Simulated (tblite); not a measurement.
A tight-binding relaxation on `OB(O)CC#CCC1CC1`.

Computed with GFN2-xTB geometry optimisation, gas phase (tblite 0.8.0). Start geometry: from a force field or distance geometry. A driver script takes a list of jobs; this job's settings line and coordinates (Å) are shown.

Command:
```bash
OMP_NUM_THREADS=1 python probes_run.py task.json out
```

Input:
```
{"job": {"kind": "relax", "xc": "GFN2-xTB", "basis": "xTB"}, "charge": 0, "multiplicity": 1}
O     -3.430200     1.389600     0.617400
B     -3.450300     0.055300     0.000200
O     -4.626200    -0.515500    -0.608400
C     -2.320900    -0.942300     0.451900
C     -1.055600    -0.210900     0.443700
C     -0.016300     0.401600     0.429900
C      1.263700     1.166900     0.440500
C      2.418900     0.200900     0.620800
C      2.620200    -0.888200    -0.417000
C      3.617500     0.254200    -0.251300
H     -3.548600     2.033000    -0.122500
H     -4.776500    -1.432800    -0.214800
H     -2.317100    -1.803700    -0.233400
H     -2.487800    -1.362800     1.478500
H      1.164200     1.915600     1.244400
H      1.370900     1.606900    -0.566600
H      2.485000    -0.193500     1.667600
H      2.923000    -1.907800    -0.089000
H      1.911600    -0.815600    -1.277400
H      3.665100     1.059700    -1.003300
H      4.580600     0.006100     0.270500
```

Output:
```
step      E/eV     max force
  0    -813.92523    3.561
  1    -814.41364    2.275
  2    -814.65070    3.466
  3    -814.66815    5.203
  4    -814.81350    0.989
  5    -814.85860    0.675
  6    -814.93527    1.102
  7    -815.00164    1.283
  8    -815.07717    1.305
  9    -815.14277    0.546
... (108 lines left out)
118    -815.29649    0.021
119    -815.29658    0.020
120    -815.29667    0.021
121    -815.29675    0.021
122    -815.29685    0.023
123    -815.29698    0.027
124    -815.29709    0.017
125    -815.29714    0.013
126    -815.29717    0.010
127    -815.29719    0.008
```

«max force» is the largest atomic force in eV/Å.

Q: From which step on does the largest force stay under 0.1 eV/Å, and how much energy is left to gain from there?

A: From step 22 (0.083 eV/Å), 37.3 meV above the end.

In short: energy lowered by 31.6 kcal/mol over 127 steps; largest atomic force 0.008 eV/Å at the end.

Q: Where do the atoms end?

A: 0.339 Å rms from the input after alignment:
```
atom  x, y, z in Å
O1    -3.5363    1.4278    0.2914
B2    -3.6135    0.0938    0.1508
O3    -4.7634   -0.4278   -0.3650
C4    -2.3840   -0.8305    0.6232
C5    -1.0932   -0.1774    0.5121
C6    -0.0361    0.3753    0.3984
C7     1.2652    1.0121    0.2825
C8     2.3852    0.0246    0.5426
C9     2.8883   -0.8395   -0.5727
C10    3.7438    0.2707   -0.0399
H11   -4.3148    1.9022   -0.0032
H12   -4.8062   -1.3772   -0.4610
H13   -2.3520   -1.7631    0.0501
H14   -2.5368   -1.1083    1.6715
H15    1.3219    1.8341    1.0045
H16    1.3699    1.4344   -0.7213
H17    2.3434   -0.4221    1.5292
H18    3.1696   -1.8583   -0.3536
H19    2.4441   -0.7159   -1.5489
H20    3.8828    1.1463   -0.6566
H21    4.6131    0.0156    0.5474
```

On Arm Neoverse N1, one thread, shared host with 64 logical CPUs at a one-minute load of 51, this took 1.5 s of wall time.
Labels such as C1 count atoms from 1, the log's own numbers from 0.
